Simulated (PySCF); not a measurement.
B2GeH4N (calculated)

Calculation on a computer-drawn molecule: the log of a Hartree-Fock and frozen-core CCSD(T) single point meant for a local Hartree-Fock minimum, with one planted fault or none, to be diagnosed. Offsets are logged minus clean, where the clean run is the same molecule without the fault. The reference is restricted for singlets and unrestricted otherwise, and also for a bond in bohr or an excited solution. Adding or removing an electron swaps singlet and doublet. The excited solution moves the top pair (singlet) or top alpha electron (doublet) to the lowest empty orbital. Highest occupied and lowest empty are orbital energies over both spins, largest force is the largest gradient component, triples share is (T) over the correlation energy, the T1 limit is 0.02 restricted and 0.045 unrestricted, electrons count all cores, a negative frequency is imaginary (commonest isotopes), and the dipole is about the centre of nuclear charge; on germanium a core potential holds 10 electrons, which the energies leave out, and 3d is frozen in MP2 and coupled-cluster steps. Program: PySCF 2.14.0.

### B2GeH4N

Logged structure:
```xyz
8
B2GeH4N
B     -1.5039     2.2193     1.3397
Ge    -0.7430     0.8048     0.1346
B      1.0399    -0.1175     0.4307
N      2.1207    -0.6714     0.6179
H     -0.8887     2.5593     2.3067
H     -2.5640     2.7077     1.0805
H     -1.4538     0.3108    -1.1197
H      2.9877    -1.1152     0.7685
```

```
meant charge                                : 0
meant multiplicity                          : 2
meant basis                                 : cc-pVDZ
meant basis and core potential on germanium : cc-pVDZ-PP ECP10MDF
logged electrons                            : 53
logged basis functions                      : 85
logged SCF converged                        : yes
logged spin squared                         : 0.7597
logged highest occupied                     : -4.1149 eV
logged lowest empty                         : -2.5311 eV
logged largest force                        : 0.04094 hartree/bohr
logged dipole magnitude                     : 3.0662 debye
logged SCF stable within its kind           : no
logged energy HF                            : -399.34649 hartree
possible faults                             : no fault, one electron removed, one electron added, multiplicity raised by two, geometry at a saddle point, SCF held on an excited solution, minimal basis STO-3G, one bond length entered in bohr, all coordinates scaled
```

Drawn bonds:
```
atom  other atom  order
   1           2      1
   2           3      1
   3           4      2
   1           5      1
   1           6      1
   2           7      1
   4           8      1
```

Notes: coupled-cluster numbers left out as unreliable.

**Q.** B2GeH4N: planted fault?
**A.** SCF held on an excited solution

Further results for B2GeH4N:

```
HF energy offset from clean run : 92.87 kcal/mol
```
